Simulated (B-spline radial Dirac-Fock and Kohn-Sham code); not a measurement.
# X-ray lines that fill the 2p1/2 vacancy in Sb⁴⁺

System: Sb⁴⁺, [Kr] 4d10 5s1.

Model: independent-particle radiative and Coulomb Auger rates from relativistic LDA hole-state orbitals, with Dirac-Fock energies. Program: an atomic code on a B-spline grid.

```
       line  multipole  energy (eV)  rate (s⁻¹)  share (%)
 Lη (L2-M1)         E1       3434.7    7.14e+12       2.31
      L2-M3         E2       3613.8    9.65e+10     0.0312
Lβ1 (L2-M4)         E1       3844.9    2.65e+14       85.6
Lγ5 (L2-N1)         E1            –    1.54e+12      0.499
Lγ1 (L2-N4)         E1       4351.5    3.56e+13       11.5
      L2-O1         E1       4383.2    1.39e+11     0.0449
```

The listed lines hold 100.0 % of the radiative rate. A dash stands for an energy that rests on an unreliable hole state. The radiative width is 0.204 eV in the length form and 0.208 eV in the velocity form; the two differ because the transition energies are not eigenvalue differences of the potential that gave the orbitals.

Values without a named source are computed, but for edge energies of neutral atoms, which are taken from tables.
